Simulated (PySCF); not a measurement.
A calculated (MN15, PySCF 2.14, cc-pVDZ-DK, the spin-free X2C one-electron Hamiltonian (Gaussian nucleus)) atom or ion has these occupied shells.

```json
{"shell": "1s β", "electrons": "1", "orbital energy (eV)": "-6457.4", "rms radius, mean of both spins (bohr)": "0.0703"}
{"shell": "1s α", "electrons": "1", "orbital energy (eV)": "-6457.3", "rms radius, mean of both spins (bohr)": "0.0703"}
{"shell": "2s α", "electrons": "1", "orbital energy (eV)": "-775.34", "rms radius, mean of both spins (bohr)": "0.306"}
{"shell": "2s β", "electrons": "1", "orbital energy (eV)": "-774.57", "rms radius, mean of both spins (bohr)": "0.306"}
{"shell": "2p α", "electrons": "3", "orbital energy (eV)": "-672.96", "rms radius, mean of both spins (bohr)": "0.273"}
{"shell": "2p β", "electrons": "3", "orbital energy (eV)": "-671.89", "rms radius, mean of both spins (bohr)": "0.273"}
{"shell": "3s α", "electrons": "1", "orbital energy (eV)": "-125.20", "rms radius, mean of both spins (bohr)": "0.916"}
{"shell": "3s β", "electrons": "1", "orbital energy (eV)": "-122.65", "rms radius, mean of both spins (bohr)": "0.916"}
{"shell": "3p α", "electrons": "3", "orbital energy (eV)": "-95.902", "rms radius, mean of both spins (bohr)": "0.969"}
{"shell": "3p β", "electrons": "3", "orbital energy (eV)": "-92.099", "rms radius, mean of both spins (bohr)": "0.969"}
{"shell": "3d α", "electrons": "4", "orbital energy (eV)": "-46.495", "rms radius, mean of both spins (bohr)": "1.14"}
```

(1) Name the element and its charge.

## Answers

(1) Mn³⁺ (manganese, charge +3), in [Ar] 3d4, high-spin 5D determinant.
